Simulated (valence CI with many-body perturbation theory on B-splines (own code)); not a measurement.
**E1 transitions of Ru⁴⁺**

Calculated by valence CI with perturbative core correlation (CI+MBPT): four valence electrons over a frozen Dirac-Fock core [Kr], a basis of 7 s, 7 p, 8 d, 6 f, 4 g, 1 h functions for each j, with the one-electron correlation potential Σ1, the two-electron term Σ2, the three-electron term Σ3, Breit, model QED; selected CI, second order for the rest, scaled by the run's own slope (own B-spline code, finite nucleus).

No measured levels were compared; by estimate terms of the open shell hold to 2 to 4 % of their energy, and close levels can change places; different configurations can be misplaced against each other by 1,000 to 8,000 cm⁻¹. Among the levels kept, up to 340 cm⁻¹ of a level comes from second order outside the variational space, and about a tenth of that is noise between levels of different J, which matters for small intervals. The list stops below the first excitations out of the core.

Lines 301 to 350 of 600 in falling wavelength, among levels below 263980 cm⁻¹, chosen from the strongest by gf and those to the six lowest levels. Wavelengths and rates use the calculated energies, so an error of 2000 cm⁻¹ moves a line at 60.71 nm by 1.2 % and its rate by three times that or more. Electric multipoles are in the length gauge, E1 and E2 with the static RPA response of the core. Weak lines are less certain than strong ones. Lines between different terms over intervals too small for the method are left out, as are lines whose strength nearly cancels. Where a level lies close to another of its J and parity, the split of strength between their lines is uncertain. The highest levels of a list are the least certain.

Names give the largest LS component (configuration and term), which can be under half, so a name can repeat, a term be missing and a line seem to break the LS rules; names also repeat where a configuration has a term twice. Letters in brackets count levels of one name in rising energy.

| λ vac (nm) | Upper | Lower | A (s⁻¹) | log gf | Branch % |
| --- | --- | --- | --- | --- | --- |
| 60.71 | 4d3 5p 3F°_2 [d] | 4d4 1D_2 [b] | 2.01e+09 | -0.25 | 44.0 |
| 60.66 | 4d3 5p 1G°_4 [c] | 4d4 1F_3 | 1.30e+09 | -0.19 | 30.1 |
| 60.65 | 4d3 5p 3D°_3 [a] | 4d4 3F_4 [a] | 4.44e+08 | -0.77 | 10.1 |
| 60.54 | 4d3 5p 5D°_1 [a] | 4d4 3P_0 [a] | 1.40e+07 | -2.64 | 0.2 |
| 60.51 | 4d3 5p 1F°_3 [a] | 4d4 1D_2 [a] | 1.50e+09 | -0.24 | 38.7 |
| 60.45 | 4d3 5p 3S°_1 | 4d4 3P_1 [b] | 1.79e+09 | -0.53 | 26.8 |
| 60.36 | 4d3 5p 3G°_3 [a] | 4d4 3F_2 [a] | 4.74e+08 | -0.74 | 13.3 |
| 60.29 | 4d3 5p 3G°_5 [a] | 4d4 3G_5 | 4.69e+08 | -0.55 | 14.4 |
| 60.29 | 4d3 5p 1G°_4 [a] | 4d4 1G_4 [a] | 5.94e+08 | -0.54 | 10.9 |
| 60.24 | 4d3 5p 3F°_2 [a] | 4d4 3G_3 | 7.34e+08 | -0.70 | 23.1 |
| 60.18 | 4d3 5p 3G°_3 [a] | 4d4 3F_3 [a] | 5.37e+08 | -0.69 | 15.1 |
| 60.12 | 4d3 5p 5F°_5 | 4d4 3H_6 | 3.54e+08 | -0.68 | 12.6 |
| 60.09 | 4d3 5p 5F°_1 | 4d4 3P_0 [a] | 5.12e+08 | -1.08 | 15.6 |
| 60.02 | 4d3 5p 5F°_4 | 4d4 3H_5 | 3.77e+08 | -0.74 | 9.7 |
| 59.85 | 4d3 5p 3G°_4 [a] | 4d4 3F_4 [a] | 3.77e+08 | -0.74 | 10.6 |
| 59.73 | 4d3 5p 3F°_3 [a] | 4d4 3G_4 | 9.75e+08 | -0.44 | 27.2 |
| 59.70 | 4d3 5p 1D°_2 [c] | 4d4 1D_2 [b] | 3.55e+09 | -0.02 | 66.9 |
| 59.61 | 4d3 5p 3S°_1 | 4d4 3P_2 [b] | 1.25e+09 | -0.70 | 18.8 |
| 59.60 | 4d3 5p 3F°_3 [a] | 4d4 3G_3 | 3.96e+08 | -0.83 | 11.0 |
| 59.57 | 4d3 5p 1G°_4 [a] | 4d4 3D_3 | 3.81e+08 | -0.74 | 7.0 |
| 59.56 | 4d3 5p 3G°_4 [a] | 4d4 3F_3 [a] | 3.22e+08 | -0.81 | 9.1 |
| 59.47 | 4d3 5p 3F°_4 [a] | 4d4 3G_5 | 1.21e+09 | -0.24 | 33.3 |
| 59.44 | 4d3 5p 1P°_1 [a] | 4d4 1D_2 [a] | 2.79e+09 | -0.35 | 42.1 |
| 59.34 | 4d3 5p 3F°_2 [a] | 4d4 3F_2 [a] | 5.90e+08 | -0.81 | 18.5 |
| 59.31 | 4d3 5p 3D°_3 [a] | 4d4 3H_4 | 7.60e+08 | -0.55 | 17.4 |
| 59.31 | 4d3 5p 3H°_4 [a] | 4d4 3G_3 | 3.71e+08 | -0.75 | 13.3 |
| 59.20 | 4d3 5p 3F°_4 [a] | 4d4 3G_4 | 4.18e+08 | -0.70 | 11.5 |
| 59.15 | 4d3 5p 3G°_3 [a] | 4d4 3H_4 | 7.63e+08 | -0.55 | 21.4 |
| 59.13 | 4d3 5p 3G°_5 [a] | 4d4 3F_4 [a] | 3.74e+08 | -0.67 | 11.5 |
| 58.96 | 4d3 5p 3G°_3 [d] | 4d4 3F_2 [b] | 4.50e+08 | -0.79 | 15.1 |
| 58.96 | 4d3 5p 3G°_4 [a] | 4d4 3H_5 | 1.05e+09 | -0.31 | 29.5 |
| 58.91 | 4d3 5p 1F°_3 [c] | 4d4 1G_4 [b] | 3.73e+09 | 0.13 | 50.2 |
| 58.89 | 4d3 5p 1G°_4 [d] | 4d4 1G_4 [b] | 3.17e+09 | 0.17 | 70.2 |
| 58.87 | 4d3 5p 3H°_5 [a] | 4d4 3G_4 | 4.66e+08 | -0.57 | 15.0 |
| 58.80 | 4d3 5p 1P°_1 [a] | 4d4 1S_0 [a] | 9.86e+08 | -0.81 | 14.9 |
| 58.58 | 4d3 5p 3G°_5 [a] | 4d4 3H_6 | 6.97e+08 | -0.40 | 21.3 |
| 58.53 | 4d3 5p 3G°_4 [d] | 4d4 3F_3 [b] | 4.14e+08 | -0.72 | 14.7 |
| 58.47 | 4d3 5p 3D°_1 [f] | 4d4 3P_0 [b] | 1.51e+09 | -0.63 | 27.5 |
| 58.35 | 4d3 5p 3D°_2 [g] | 4d4 3P_1 [b] | 1.86e+09 | -0.32 | 35.3 |
| 58.34 | 4d3 5p 1F°_3 [b] | 4d4 1F_3 | 4.17e+08 | -0.83 | 5.0 |
| 58.30 | 4d3 5p 3D°_3 [e] | 4d4 3F_4 [b] | 1.13e+09 | -0.39 | 24.4 |
| 58.28 | 4d3 5p 3H°_4 [a] | 4d4 3F_3 [a] | 3.63e+08 | -0.78 | 13.1 |
| 58.18 | 4d3 5p 3P°_2 [c] | 4d4 3D_2 | 7.85e+08 | -0.70 | 17.6 |
| 58.15 | 4d3 5p 3G°_5 [d] | 4d4 3F_4 [b] | 4.72e+08 | -0.58 | 18.2 |
| 58.14 | 4d3 5p 3H°_6 [a] | 4d4 3G_5 | 4.83e+08 | -0.50 | 22.4 |
| 58.05 | 4d3 5p 3D°_1 [f] | 4d4 3P_1 [b] | 1.12e+09 | -0.77 | 20.4 |
| 58.03 | 4d3 5p 3D°_2 [g] | 4d4 3F_3 [b] | 1.38e+09 | -0.46 | 26.1 |
| 58.03 | 4d3 5p 3D°_3 [e] | 4d4 3P_2 [b] | 1.89e+09 | -0.18 | 40.8 |
| 58.02 | 4d3 5p 1G°_4 [a] | 4d4 3G_4 | 3.60e+08 | -0.79 | 6.6 |
| 57.97 | 4d3 5p 1G°_4 [b] | 4d4 1G_4 [a] | 2.18e+09 | -0.01 | 42.7 |
